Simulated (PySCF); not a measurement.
# One reaction down a group: Mg, Ca, Sr, Ba

The same gas-phase reaction for Mg, Ca, Sr, Ba:
- 2 MgBr + Cl₂ → 2 MgCl + Br₂
- 2 CaBr + Cl₂ → 2 CaCl + Br₂
- 2 SrBr + Cl₂ → 2 SrCl + Br₂
- 2 BaBr + Cl₂ → 2 BaCl + Br₂

Energies from PySCF (xtb for GFN2), thermal terms from the rigid-rotor harmonic-oscillator model, ideal gas at 1 bar. † marks an energy on the PBE0/def2-TZVP geometry and frequencies; other levels use their own. Open shells (unrestricted): MgBr (multiplicity 2), MgCl (multiplicity 2), CaBr (multiplicity 2), CaCl (multiplicity 2), SrBr (multiplicity 2), SrCl (multiplicity 2), BaBr (multiplicity 2), BaCl (multiplicity 2); the rest are closed-shell singlets. GFN2 has no spin-polarisation term. Ba, Sr: scalar-relativistic def2 core potential, no spin-orbit coupling. Br: all electrons, no relativistic terms. The harmonic model lacks anharmonicity and excited electronic states, which grow with temperature; levels with a mode under 35 cm⁻¹ are left out.

ΔH°(298 K) in kJ, by level:

```json
[
 {"level": "ωB97M-V/def2-TZVP†", "Mg": "-58.2", "Ca": "-60.1", "Sr": "-54.8", "Ba": "-53.2"},
 {"level": "GFN2-xTB", "Mg": "-29.1", "Ca": "4.0", "Sr": "7.6", "Ba": "1.1"},
 {"level": "LDA/def2-TZVP†", "Mg": "-53.4", "Ca": "-61.0", "Sr": "-55.8", "Ba": "-54.3"},
 {"level": "r2SCAN/def2-TZVP†", "Mg": "-60.4", "Ca": "-64.2", "Sr": "-59.3", "Ba": "-57.5"},
 {"level": "PBE/def2-SVP", "Mg": "-83.1", "Ca": "-91.5", "Sr": "-89.9", "Ba": "-85.0"},
 {"level": "PBE0/def2-SVP†", "Mg": "-83.3", "Ca": "-89.0", "Sr": "-86.9", "Ba": "-81.5"},
 {"level": "HF/def2-TZVP†", "Mg": "-59.1", "Ca": "-53.4", "Sr": "-48.4", "Ba": "-46.6"},
 {"level": "ωB97X-V/def2-TZVP†", "Mg": "-61.1", "Ca": "-61.7", "Sr": "-56.3", "Ba": "-55.0"}
]
```

At ωB97M-V/def2-TZVP†, ΔH° is not monotonic: it is lowest for Ca and highest for Ba, over a range of 6.9 kJ; the steps are -1.9, +5.3, +1.6 kJ. 3 of the 8 levels shown give the same order; GFN2-xTB, LDA/def2-TZVP†, PBE/def2-SVP, PBE0/def2-SVP†, HF/def2-TZVP† order the members differently. The levels scatter most for Sr (97.5 kJ between the highest and the lowest) and least for Mg (54.2 kJ). ΔS°(298 K) runs from -0.8 to -0.7 J/K, so TΔS° at 298 K spreads over 0.0 kJ among the members, against 6.9 kJ for ΔH°.

Free energies at ωB97M-V/def2-TZVP†:

| member | ΔS°(298 K), J/K | ΔG°(298 K), kJ | ΔG°(1000 K), kJ | ΔG° changes sign |
|---|---|---|---|---|
| Mg | -0.8 | -58 | -58 | none from 298 to 2500 K |
| Ca | -0.8 | -60 | -60 | none from 298 to 2500 K |
| Sr | -0.8 | -55 | -54 | none from 298 to 2500 K |
| Ba | -0.7 | -53 | -53 | none from 298 to 2500 K |

The NASA 1993 table, where it holds all species, gives ΔH°(298 K) = 15 kJ for Mg, -80 kJ for Ca, -39 kJ for Sr, -32 kJ for Ba; its entries are part measured, part old estimates, and weren't checked at source. After a fit of one offset per element over all species, the range-separated, M06-2X, PBE0/def2-QZVP and CCSD(T)/def2-TZVPP enthalpies, where run, lie to one side of the table for MgCl (-24 kJ/mol): a fault of the table's entry, another state or a shared error of the levels is possible; this was not checked at source.
